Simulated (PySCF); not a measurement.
C₄H₈FInO, SMILES C=[CH][In]([F])[O]CC.

Coordinates come from a B3LYP-D3(BJ)/def2-SVP optimisation. The def2 effective core potentials stand for the cores of In; spin–orbit coupling is left out. One conformer was computed; it need not be the lowest.

Method: C-PCM-M06-2X/def2-SVP run with PySCF.

The values are the electrostatic part of the solvation free energy, E(continuum) − E(gas) at the gas-phase geometry, in a cavity of scaled van der Waals radii (PySCF's table); cavitation and dispersion terms are not included. A continuum can't describe solvent molecules that bind to the metal. In vacuum the orbital gap is 7.99 eV. The dipole moment in vacuum is 2.74 D.

```csv
solvent,ε,ΔG(elec) (kcal/mol),dipole (D),gap (eV)
water,78.36,-10.5,3.17,8.49
dichloromethane,8.93,-9.4,3.12,8.43
diethylether,4.24,-8.0,3.06,8.37
```
